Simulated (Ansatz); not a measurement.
Consider the ligand exchange at the Sc–C bond: `[CH3][Sc]([OH])[OH]` + `O[SiH3]` → `[OH][Sc]([OH])[O][SiH3]` + CH₄.

Computed with Ansatz on PBE0-D4/def2-TZVP structures; ΔE is electronic, products minus reactants. CCSD(T)/CBS is the MP2 limit (def2-TZVPP, def2-QZVPP) plus CCSD(T) − MP2 in def2-TZVPP, frozen cores. This one scheme is used for every species. DFT in def2-TZVPP. B3LYP here is the variant with VWN-RPA as its local correlation; programs differ in this. HSE06 is defined as in plane-wave codes. For Sc outer-core shells are correlated without core-valence functions, which leaves a few kJ/mol of doubt a bond. Scalar relativity is left out up to krypton. One conformer a species, not always the lowest.

```tsv
level	ΔE (kcal/mol)	difference from CCSD(T)/CBS
LDA (SPW92)	-52.2	1.5
BLYP-D4	-54.9	-1.2
B97M-V	-55.1	-1.4
B3LYP-D4	-54.9	-1.2
r2SCANh-D4	-54.3	-0.6
HSE06-D4	-52.6	1.1
CAM-B3LYP-D4	-55.3	-1.6
B2PLYP	-55.3	-1.6
PBE-QIDH	-54.0	-0.3
r2SCAN0	-54.0	-0.3
CCSD/def2-SVP	-60.8	-7.1
HF/def2-TZVPP	-56.3	-2.6
CCSD(T)/def2-TZVPP	-54.3	-0.6
MP2/def2-QZVPP	-54.8	-1.1
SCS-MP2/def2-QZVPP	-55.2	-1.5
MP2/CBS(def2)	-54.5	-0.8
CCSD(T)/CBS	-53.7	0
```

Largest T1 diagnostic among the species: 0.015.

From BLYP to BHLYP (50 % exact exchange), in def2-TZVPP and without D4, ΔE moves by −1.0 kcal/mol. At CCSD(T), def2-SVP lies −7.4 kcal/mol from the extrapolated value and def2-TZVPP −0.6 kcal/mol.
